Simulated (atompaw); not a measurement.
**Ranking PAW (atompaw) potentials for Pt**

All share these settings but for the change named:

platinum (Pt), PAW, made with atompaw 4.2.0.5 (PBE, scalar-relativistic). Core [Kr] 4d10, reference 4f14 5s2 5p6 5d8 6s2 6p0. Waves: 5s (bound): rc 1.45 bohr; 6s (bound): rc 2.15 bohr; 5p (bound): rc 1.90 bohr; 6p (bound, empty): rc 2.15 bohr; 5d (bound): rc 2.15 bohr; 5d channel at 0.45 Ry: rc 2.15 bohr; 4f (bound): rc 0.95 bohr; 4f channel at -5.05 Ry: rc 0.95 bohr. Local part: bessel scheme, radius 1.45 bohr. Core correction: smooth core density matched at 1.60 bohr. Augmentation charge: sinc compensation charge, radius 1.95 bohr; PAW radius 2.15 bohr; waves and projectors: custom polynom gramschmidtortho.

Cutoff: the first of the cutoffs (Ry, on a coarse ladder) from which the occupation-weighted sum of valence levels, in a spherical-Bessel basis at the reference potential, stays within 10 and 1 mRy of its value at 400 Ry; the density cutoff is not measured.

The base gives 300 Ry.

Of 10 variants that were run, those that failed, showed a ghost or another fault, or gave nearly equal values are left out.

**Question.** Rank these variants from softest to hardest (loose cutoff).
A. wave 4f (bound): rc 0.95 bohr becomes 4f (bound): rc 1.98 bohr
B. wave 4f (bound): rc 0.95 bohr becomes 4f (bound): rc 2.08 bohr
C. wave 4f (bound): rc 0.95 bohr becomes 4f (bound): rc 1.36 bohr
D. wave 4f (bound): rc 0.95 bohr becomes 4f (bound): rc 1.46 bohr
E. wave 4f (bound): rc 0.95 bohr becomes 4f (bound): rc 1.20 bohr

**Answer.** B (35 Ry), A (40 Ry), D (70 Ry), C (90 Ry), E (160 Ry).
